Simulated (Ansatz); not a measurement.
`[NH2][GaH2]` + `[OH][SbH2]` → `[GaH2][O][SbH2]` + NH₃ at 298.15 K and 1 bar (ligand exchange at a Ga–N bond).

Computed with Ansatz on PBE0-D4/def2-TZVP structures; ΔE is electronic, products minus reactants. CCSD(T)/CBS is the MP2 limit (def2-TZVPP, def2-QZVPP) plus CCSD(T) − MP2 in def2-TZVPP, frozen cores. This one scheme is used for every species. Elements past krypton have def2 core potentials. For Ga, Sb outer-core shells are correlated without core-valence functions, which leaves a few kJ/mol of doubt a bond. Scalar relativity is left out up to krypton.

```tsv
species	CCSD(T)/CBS energy (Eh)	H − E (kJ/mol)	S (J/(mol·K))
`[NH2][GaH2]`	-1981.05479	115.2	263.8
`[OH][SbH2]`	-316.98030	82.9	277.2
`[GaH2][O][SbH2]`	-2241.53579	98.8	348.6
NH₃	-56.50880	100.5	192.4
```

H − E and S are ideal-gas, rigid-rotor, harmonic terms from PBE0-D4/def2-TZVP, for one conformer and one mirror image of each species. 1 Eh = 2625.50 kJ/mol, R = 8.31446 J/(mol·K).

By hand: ΔE, ΔH, ΔS and ΔG.

ΔE = (-2241.53579) + (-56.50880) − (-1981.05479) − (-316.98030) = -0.00950 Eh = -24.9 kJ/mol. Δ(H − E) = 98.8 + 100.5 − 115.2 − 82.9 = 1.2, so ΔH = -23.7 kJ/mol. ΔS = 348.6 + 192.4 − 263.8 − 277.2 = 0.0 J/(mol·K). ΔG = -23.7 − 298.15 × (0.0)/1000 = -23.7 kJ/mol.

By hand: the equilibrium constant, and the temperature at which ΔG would vanish if ΔH and ΔS stayed fixed.

log₁₀ K = −ΔG/(RT ln 10) = 4.2. With ΔH or ΔS at zero there is no such temperature.

The number of gas molecules stays the same, so ΔS is small and ΔH decides. A doubt of 5 kJ/mol in ΔE shifts log₁₀ K by 0.9 here. Other conformers and mirror images would add mixing entropy, several J/(mol·K) or more a flexible species. Modes under 60 cm⁻¹, often nearly free rotors, make the harmonic entropy too high. These are equilibria of isolated gas molecules and say nothing of rates. Largest T1 diagnostic: 0.016 (customary marks: 0.02 for closed shells, 0.045 for open ones).

ΔS is within the doubt of such terms, so its sign, and with it that verdict, could turn.
